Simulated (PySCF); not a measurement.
## Relaxation of singlet SeO₂

All numbers come from PySCF, PBE, basis Se def2-TZVP, O def2-TZVP (no relativity, density fitting). A (50,194) grid was used.

A hand-made linear start, of D∞h symmetry, held to at least that symmetry:

```xyz
3
charge 0 multiplicity 1, angstrom
Se    0.0000    0.0000    0.0000
O     0.0000    0.0000    1.6400
O     0.0000    0.0000   -1.6400
```

Optimiser trace:
```csv
step,E − E(last) (kJ/mol),largest gradient (Eh/bohr)
0,10.93,0.04186
1,0.41,0.00713
2,0.01,0.00110
3,0.00,0.00003
```

It ends at D∞h with Se–O 1.695 Å (×2); O–Se–O 180.0°. A frequency run shows 2 imaginary modes (one degenerate set), down to 462i cm⁻¹, so it is a higher-order saddle point. Other isomers or separated fragments may lie lower.

Final geometry:
Coordinates in bohr (charge 0 multiplicity 1):
```
Se    0.0000    0.0000    0.0000
O     0.0000    0.0000    3.2039
O     0.0000    0.0000   -3.2039
```

The relaxation took of the order of 40 core-seconds on a shared host.
